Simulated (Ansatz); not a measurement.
Mulliken charges of CH$_{5}$FSSi, SMILES `F[SiH2]CS` from ωB97M-V/def2-TZVPP in Ansatz (PBE0-D4/def2-TZVP geometry).

```
atom   x (Å)   y (Å)   z (Å)  charge (e)
  F1  -1.204   1.022  -1.148      -0.326
 Si2   0.302   0.797  -0.644       0.494
  C3   0.355  -0.800   0.313      -0.321
  S4  -0.845  -0.783   1.674      -0.154
  H5   1.162   0.735  -1.853      -0.048
  H6   0.674   1.938   0.222      -0.037
  H7   1.337  -0.893   0.786       0.132
  H8   0.215  -1.678  -0.322       0.140
  H9  -1.907  -0.386   0.954       0.119
```

**Question.** By hand: the dipole of these point charges (1 e Å = 4.8032 D).

**Answer.** Σ q r = (0.457, -0.068, -0.049) e Å, of length 0.465 e Å = 2.23 D.

**Question.** How does the dipole of the full density compare? (An estimate is asked.)

**Answer.** Computed: (0.292, -0.104, -0.112) e Å, 1.58 D; the point charges give 1.41 times that, at 18° from its direction.

Point charges leave out the atoms' own dipoles, such as those of lone pairs, and Mulliken's split depends on the basis, so the two needn't agree.
